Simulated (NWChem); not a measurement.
C₄H₃F; SMILES C=C(F)C#C

Results from NWChem. Pople sets run with spherical d functions. The geometry was optimised at B3LYP/6-31G* (spherical d). B3LYP is NWChem's, with the RPA form of VWN correlation. Level: B3LYP/6-31G* with SMD (1 M gas to 1 M solution), gas-phase geometry.

For solvent n-hexane:

| Quantity | Value |
|---|---|
| solvation free energy (kcal/mol) | -2.0 |
| cavity-dispersion-structure term (kcal/mol) | -0.1 |
| dipole in solution (D) | 1.60 |

Problem. Estimate the same quantities for solvent water.

Solution. The solvation free energy (kcal/mol) comes out as 1.1 and the cavity-dispersion-structure term (kcal/mol) is 5.3. The dipole in solution (D) is 1.82.
